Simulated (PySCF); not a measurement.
Radial density of P²⁺ (phosphorus, charge +2)

UHF, [Ne] 3s1 3p1 3d1, one real determinant (an excited configuration). Calculation: PySCF 2.14, in aug-cc-pVDZ-DK (5s4p2d, 27 functions); scalar relativity by spin-free X2C-1e.

```csv
r (bohr),4πr²ρ (e/bohr),4πr²(ρα − ρβ)
0.00147,0.06779,0.0002
0.00247,0.1818,0.0006
0.00416,0.4674,0.0016
0.00700,1.175,0.0040
0.0118,2.809,0.0095
0.0198,6.138,0.0203
0.0333,11.45,0.0363
0.0560,16.45,0.0468
0.0942,15.78,0.0378
0.159,11.01,0.0678
0.267,13.57,0.2243
0.448,14.92,0.1653
0.754,5.344,0.0848
1.27,1.582,1.2521
2.13,1.347,1.3461
3.59,0.2761,0.2761
6.04,0.01492,0.0149
10.2,1.172e-05,0.0000
```

Densities and radii are taken from the X2C orbitals without a picture-change correction, which distorts them close to the nucleus.

⟨L²⟩ = 8.02 against 12 for a pure F term, so this real determinant mixes terms. The outer electron is Rydberg-like, and this basis confines it to a smaller radius and binds it less than a complete one would.
